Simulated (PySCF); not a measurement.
CdBr2, SMILES [Br][Cd][Br].

Geometry optimised at PBE-D3(BJ)/def2-SVP. The structure was generated by enumeration; whether it is a known compound was not checked. The def2 effective core potentials stand for the cores of Cd; spin–orbit coupling is left out.

These are PBE-D3(BJ)/def2-SVP (PySCF) values and carry that method's errors.

Frequencies are harmonic and unscaled.

Modes within 1.5 cm⁻¹ of each other (mostly degenerate sets) share a row, with their intensities summed.

```json
[
 {"mode": "1–2", "ν (cm⁻¹)": "64", "IR (km/mol)": "8.1", "moving atoms (share of kinetic energy)": "Cd 59 %, Br 41 %"},
 {"mode": "3", "ν (cm⁻¹)": "199", "IR (km/mol)": "0.0", "moving atoms (share of kinetic energy)": "Br 100 %"},
 {"mode": "4", "ν (cm⁻¹)": "314", "IR (km/mol)": "35.3", "moving atoms (share of kinetic energy)": "Cd 59 %, Br 41 %"}
]
```
